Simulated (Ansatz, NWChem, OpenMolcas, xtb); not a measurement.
**Ligand exchange: C2H6 + Si(SiH3)F3 → CH3F + Si(CH3)(SiH3)F2**

Species: C2H6 (ethane) `CC`, singlet; Si(SiH3)F3, singlet; CH3F (fluoromethane) `CF`, singlet; Si(CH3)(SiH3)F2, singlet. The partners trade CH3 for F: C–CH3 and Si–F bonds give way to C–F and Si–CH3.

Shapes, held fixed at every level: PBE0-D4/def2-TZVP. Programs: Ansatz 0.2.0, NWChem 7.3.0, OpenMolcas 26.06, xtb 6.7.1. A level may come from different programs for different species; with the same settings they agree closely. The zero-point and thermal change to 298 K, harmonic and unscaled (PBE0-D4/def2-TZVP), is -3.5 kJ/mol.

```csv
level,kind,ΔH(298 K) (kJ/mol),less CCSD(T)/CBS estimate
GFN1-xTB,semi-empirical,+224.2,+27.3
B3LYP/6-31G* (spherical functions),global hybrid,+192.7,-4.2
wB97M-V/def2-TZVPP,range-separated hybrid,+189.9,-7.0
B2PLYP/def2-TZVPP,double hybrid,+195.2,-1.7
MP2/def2-TZVPP,perturbation theory,+202.9,+6.0
CCSD(T)/def2-TZVPP,coupled cluster or CI,+195.3,-1.6
CCSD/def2-TZVPP,coupled cluster or CI,+196.9,0.0
CCSD(T)/CBS estimate,coupled cluster or CI,+196.9,0.0
```

The highest level, CCSD(T)/CBS estimate, gives ΔH(298 K) = +196.9 kJ/mol; the levels span +189.9 to +224.2. The column of differences is taken from that level and isn't an error. No measured value is set beside it here. The CBS estimate extrapolates MP2 from def2-TZVPP and def2-QZVPP and adds CCSD(T) − MP2 in the triple-zeta set, cores frozen.
